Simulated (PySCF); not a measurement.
B(All)2(Me), C7H13B, SMILES CB(CC=C)CC=C (GFN2-xTB optimised geometry):

```
21

B      1.119     0.050     0.000
C      0.340     1.431     0.000
C     -1.109     1.372    -0.361
C     -2.107     1.544     0.486
H      0.841     2.145    -0.661
H      0.435     1.841     1.012
H     -1.316     1.159    -1.403
H     -1.933     1.756     1.529
H     -3.137     1.478     0.180
C      0.331    -1.327     0.076
C      0.164    -1.641     1.535
C     -0.977    -1.554     2.194
H      0.889    -2.145    -0.386
H     -0.655    -1.277    -0.385
H      1.067    -1.939     2.052
H     -1.889    -1.252     1.707
H     -1.048    -1.783     3.245
C      2.694     0.050     0.000
H      3.045    -0.121    -1.019
H      3.118    -0.754     0.599
H      3.137     0.987     0.328
```

Method: PySCF with PBE0/def2-SVP.

Q: What are the frontier orbital energies and the dipole moment?

A: HOMO-2 -8.69 eV, HOMO-1 -7.25 eV, HOMO -6.83 eV, LUMO -0.63 eV, LUMO+1 0.72 eV; dipole moment 0.85 D.

On the same geometry PySCF with PBE/def2-SVP gives HOMO-2 -7.27 eV, HOMO-1 -6.06 eV, HOMO -5.68 eV, LUMO -1.61 eV, LUMO+1 -0.32 eV; dipole moment 0.90 D.

Meta-Löwdin charges at PBE0/def2-SVP: B1 0.27, C2 -0.30, C3 -0.07, C4 -0.26, H5 0.11, H6 0.12, H7 0.09, H8 0.10, H9 0.10, C10 -0.30, C11 -0.07, C12 -0.25, H13 0.11, H14 0.11, H15 0.10, H16 0.11, H17 0.10, C18 -0.43, H19 0.13, H20 0.11, H21 0.10.
